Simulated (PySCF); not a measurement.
Identify the unknown among the candidates.

All candidates are C6H11B.

| technique | computed result |
| --- | --- |
| Rotational structure | rotational constants A, B, C: 3.103, 2.237, 1.627 GHz [PBE0-D3(BJ)/def2-SVP] |
| Couplings | largest of the computed one-bond spin–spin couplings (means over like bonds): 13C–1H +167.2, 13C–1H +166.5, 13C–1H +165.1, 11B–1H +135.5 (×2), 13C–1H +134.1 (×3), 13C–1H +133.6 (×3), 13C–13C +76.6, 13C–11B +66.8 Hz [B3LYP/pcJ-1, spin–dipole term left out for some pairs] |
| UV, strongest line | among the 10 lowest singlet transitions: S5 at 6.53 eV (190 nm, f = 0.230) [TDDFT wB97X-D/def2-SVPD] |
| 13C NMR | chemical shifts (computed TMS as zero) by class: 176.0 (1 C), 164.3 (1 C), 156.2 (1 C), 119.5 (1 C), 26.7 (1 C), 20.5 (1 C) ppm [GIAO PBE0/pcSseg-1] |
| Dipole | 1.67 D [wB97X-D/def2-SVPD] |
| 1H NMR | chemical shifts (computed TMS as zero) by class: 7.09 (1 H), 6.68 (2 H), 5.33 (1 H), 4.72 (1 H), 2.18 (3 H), 2.04 (3 H) ppm [GIAO PBE0/pcSseg-1] |
| UV, first state | lowest singlet excitation: 4.64 eV (267 nm, f = 0.040) [TDDFT wB97X-D/def2-SVPD] |

Electronic properties: PySCF, gas phase, density fitting. Levels stand in brackets. Geometry: PBE0-D3(BJ)/def2-SVP, one conformer, isolated molecule. NMR values are class means; diastereotopic atoms form classes of their own.

Question: Which candidate is it?
A. `CB(C)[C@H]1[C@@H]2C[C@@H]21`
B. `B/C(=C\C)C(=C)C`
C. `B/C(=C/C)C(=C)C`
D. `C=C/C=C\B(C)C`
E. `B[C@@H]1C[C@@H]1C1CC1`

Answer: C. It is `B/C(=C/C)C(=C)C`. Numbering: `[BH2:1]/[C:2](=[CH:3]/[CH3:4])[C:5](=[CH2:6])[CH3:7]`. 6 carbons fall into 6 classes; from least to most shielded: alkene CH carbon [C3] (176.0 ppm), fully substituted alkene carbon [C2] (164.3 ppm), fully substituted alkene carbon [C5] (156.2 ppm), terminal =CH2 carbon [C6] (119.5 ppm), allylic carbon [C7] (26.7 ppm), allylic carbon [C4] (20.5 ppm). Hydrogen classes from least to most shielded: 1 H on an alkene CH carbon, C3 (7.09 ppm), 2 H on a three-coordinate boron, B1 (6.68 ppm), 1 H on a terminal =CH2 carbon, C6 (5.33 ppm), 1 H on a terminal =CH2 carbon, C6 (4.72 ppm), 3 H on an allylic carbon, C4 (2.18 ppm, a mean of values up to 0.8 ppm apart in this geometry), 3 H on an allylic carbon, C7 (2.04 ppm, a mean of values up to 0.8 ppm apart in this geometry). The couplings run between: +167.2 Hz, terminal =CH2 carbon [C6] and its hydrogen; +166.5 Hz, terminal =CH2 carbon [C6] and its hydrogen; +165.1 Hz, alkene CH carbon [C3] and its hydrogen; +135.5 Hz, three-coordinate boron [B1] and its hydrogen (with 1 like pair); +134.1 Hz, allylic carbon [C4] and its hydrogen (with 2 like pairs); +133.6 Hz, allylic carbon [C7] and its hydrogen (with 2 like pairs); +76.6 Hz, fully substituted alkene carbon [C5] and terminal =CH2 carbon [C6]; +66.8 Hz, fully substituted alkene carbon [C2] and three-coordinate boron [B1]. The optimised geometry has point group C1 and is an asymmetric top.

The others, at the same levels:
- `B[C@@H]1C[C@@H]1C1CC1` fails: its computed 13C shifts are 35.6 (1 C), 24.9 (1 C), 23.2 (1 C), 14.6 (1 C), 8.3 (1 C), 5.9 (1 C) ppm, 1H shifts are 7.31 (2 H), 1.45 (1 H), 1.33 (1 H), 1.31 (1 H), 0.73 (1 H), 0.68 (1 H), 0.64 (1 H), 0.41 (1 H), 0.19 (1 H), 0.16 (1 H) ppm and lowest singlet excitation is 5.66 eV (219 nm, f = 0.010) (against 4.64 eV).
- `CB(C)[C@H]1[C@@H]2C[C@@H]21` fails: it has 4 carbon classes against 6; its computed 13C shifts are 45.1 (1 C), 34.5 (1 C), 12.9 (2 C), 5.8 (2 C) ppm, 1H shifts are 1.63 (2 H), 1.40 (1 H), 0.72 (6 H), 0.65 (1 H), 0.49 (1 H) ppm and lowest singlet excitation is 5.92 eV (209 nm, f = 0.002) (against 4.64 eV).
- `B/C(=C\C)C(=C)C` fails: its computed 13C shifts are 164.9 (1 C), 151.3 (1 C), 150.5 (1 C), 124.4 (1 C), 22.7 (1 C), 21.7 (1 C) ppm, 1H shifts are 7.42 (2 H), 6.97 (1 H), 6.36 (1 H), 5.49 (1 H), 2.41 (3 H), 1.90 (3 H) ppm and lowest singlet excitation is 4.41 eV (281 nm, f = 0.107) (against 4.64 eV).
- `C=C/C=C\B(C)C` fails: it has 5 carbon classes against 6; its computed 13C shifts are 158.1 (1 C), 145.5 (1 C), 145.0 (1 C), 131.8 (1 C), 17.1 (2 C) ppm, 1H shifts are 7.17 (1 H), 6.85 (1 H), 6.42 (1 H), 5.67 (1 H), 5.64 (1 H), 1.00 (6 H) ppm and lowest singlet excitation is 4.94 eV (251 nm, f = 0.586) (against 4.64 eV).

Each candidate is one conformer, not necessarily the lowest. The conformers computed, where there is a choice (atom-mapped SMILES and torsion angles):
- `[BH2:1]/[C:2](=[CH:3]/[CH3:4])[C:5](=[CH2:6])[CH3:7]`: B1–C2–C5–C6 118°
- `[BH2:1][C@@H:2]1[CH2:3][C@@H:4]1[CH:5]1[CH2:6][CH2:7]1`: C3–C4–C5–C6 116°
- `[CH3:1][B:2]([CH3:3])[C@H:4]1[C@@H:5]2[CH2:6][C@H:7]12`: C1–B2–C4–C5 -36°
- `[BH2:1]/[C:2](=[CH:3]\[CH3:4])[C:5](=[CH2:6])[CH3:7]`: B1–C2–C5–C6 5°
- `[CH2:1]=[CH:2]/[CH:3]=[CH:4]\[B:5]([CH3:6])[CH3:7]`: C1–C2–C3–C4 179°, C3–C4–B5–C6 -23°
